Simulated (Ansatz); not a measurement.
Basis-set extrapolation for F3H2NSi (`N[Si](F)(F)F`) (PBE0-D4/def2-TZVP geometry, frozen core, Ansatz). Multiplicity 1, RHF reference.

```tsv
	cc-pV(T+d)Z	cc-pV(Q+d)Z
HF	-643.287597	-643.326044
MP2 correlation	-1.076353	-1.172590
CCSD(T) correlation	-1.116899	-1.211837
```

Energies in hartree. Use E(X) = E(∞) + A·exp(−5.46·√X) for Hartree–Fock and E(X) = E(∞) + B·X^(−3.05) for correlation, with X = 3 and 4.

**Question.** What is the CCSD(T) energy at the basis-set limit?

**Answer.** HF limit: -643.326044 + (-0.038447) × 0.30130 = -643.33763. Correlation limit: -1.211837 + (-0.094938) × 0.71189 = -1.27942. Total: -644.61705 hartree, 5.78 eV below CCSD(T)/cc-pV(T+d)Z.
